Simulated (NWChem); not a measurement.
Molecule: C2H7NOSi; SMILES [SiH2](N)OC=C

```xyz
12

C     -0.8705    -1.8894    -0.3859
C      0.3060    -1.6697     0.2108
O      0.9094    -0.4878     0.4208
Si     0.4886     1.0363    -0.1833
N     -0.9672     1.7260     0.4032
H     -1.4965    -1.0842    -0.7783
H     -1.2343    -2.9120    -0.4932
H      0.9000    -2.5052     0.6009
H      1.6291     1.8723     0.2642
H      0.3625     0.9170    -1.6630
H     -1.0540     2.0248     1.3679
H     -1.8678     1.4738     0.0139
```
Atoms are numbered in this order, from 1.

All runs: NWChem. Pople sets run with spherical d functions. Coordinates come from a PBE0/def2-SVP optimisation. No frequency run checked for a minimum. GIAO values for the isolated, static molecule; σ is the absolute isotropic shielding, δ = σ(reference) − σ with the isolated reference molecule computed at the same levels (13C: tetramethylsilane, 1H: tetramethylsilane, 15N: ammonia).

```json
[
 {"level": "PBE0/pcSseg-1", "δ C2 (ppm)": "158.4", "δ N5 (ppm)": "35.7", "δ H7 (ppm)": "4.14", "δ H9 (ppm)": "4.59", "δ H10 (ppm)": "4.84", "δ H11 (ppm)": "1.21", "δ H12 (ppm)": "1.14"},
 {"level": "B3LYP/6-31G*", "δ C2 (ppm)": "[?]", "δ N5 (ppm)": "[?]", "δ H7 (ppm)": "[?]", "δ H9 (ppm)": "[?]", "δ H10 (ppm)": "[?]", "δ H11 (ppm)": "[?]", "δ H12 (ppm)": "[?]"},
 {"level": "BHandHLYP/pcSseg-1", "δ C2 (ppm)": "160.6", "δ N5 (ppm)": "32.1", "δ H7 (ppm)": "4.11", "δ H9 (ppm)": "4.33", "δ H10 (ppm)": "4.53", "δ H11 (ppm)": "1.19", "δ H12 (ppm)": "1.13"}
]
```

Q: What belongs in the gaps?

A: 
- B3LYP/6-31G*, δ C2 (ppm): 140.9
- B3LYP/6-31G*, δ N5 (ppm): 26.2
- B3LYP/6-31G*, δ H7 (ppm): 3.62
- B3LYP/6-31G*, δ H9 (ppm): 4.79
- B3LYP/6-31G*, δ H10 (ppm): 5.15
- B3LYP/6-31G*, δ H11 (ppm): 0.72
- B3LYP/6-31G*, δ H12 (ppm): 0.68
